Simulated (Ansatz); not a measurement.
Relaxation of AlH7O2Si (11 atoms, charge 0, multiplicity 1), to a largest force component of 0.03 eV/Å in at most 50 steps.

These are results of RKS PBE/def2-SVP in Ansatz 0.2.0, not measurements.

```xyz
11
Properties=species:S:1:pos:R:3
Al 0.038 0.449 -0.397
O 0.262 0.282 2.551
H -0.632 -0.003 2.825
H 1.377 -0.075 -1.071
O -1.425 -0.415 -0.646
Si -2.762 -1.358 -0.928
H -2.780 -2.530 0.018
H -4.020 -0.557 -0.716
H -2.762 -1.878 -2.342
H -0.095 1.812 0.380
H 0.084 1.160 2.119
```

Q: Where does it end, and by what steps?

A: The forces met the threshold. After 15 steps the energy has fallen by 0.746 eV; H3 moved furthest, 0.99 Å. Joined: Al1–O2 (2.96 → 2.03 Å).

| step | energy less start (eV) | largest force component (eV/Å) | accepted |
| --- | --- | --- | --- |
| 0 | 0.0000 | 0.740 | yes |
| 1 | -0.1273 | 1.296 | yes |
| 2 | -0.3359 | 1.569 | yes |
| 3 | -0.5426 | 0.435 | yes |
| 4 | -0.6116 | 0.658 | yes |
| 5 | -0.6535 | 0.603 | yes |
| 6 | -0.6890 | 0.778 | yes |
| 7 | -0.6494 | 0.949 | no |
| 8 | -0.7146 | 0.127 | yes |
| 9 | -0.7254 | 0.085 | yes |
| 10 | -0.7361 | 0.419 | yes |
| 11 | -0.7432 | 0.098 | yes |
| 12 | -0.7442 | 0.095 | yes |
| 13 | -0.7453 | 0.045 | yes |
| 14 | -0.7451 | 0.080 | no |
| 15 | -0.7456 | 0.012 | yes |

```xyz
11
Properties=species:S:1:pos:R:3
Al 0.047 0.525 -0.100
O 0.153 0.214 1.903
H -0.705 -0.285 1.882
H 1.322 -0.180 -0.755
O -1.427 -0.463 0.007
Si -2.673 -1.307 -0.699
H -2.924 -2.581 0.068
H -3.947 -0.500 -0.678
H -2.366 -1.667 -2.132
H -0.184 2.115 -0.138
H -0.011 1.017 2.437
```

Time of the run: 49 s on 2 threads of Intel(R) Xeon(R) Platinum 8259CL CPU @ 2.50GHz (Skylake/Cascade Lake), on a shared host, peak memory 0.16 GiB.
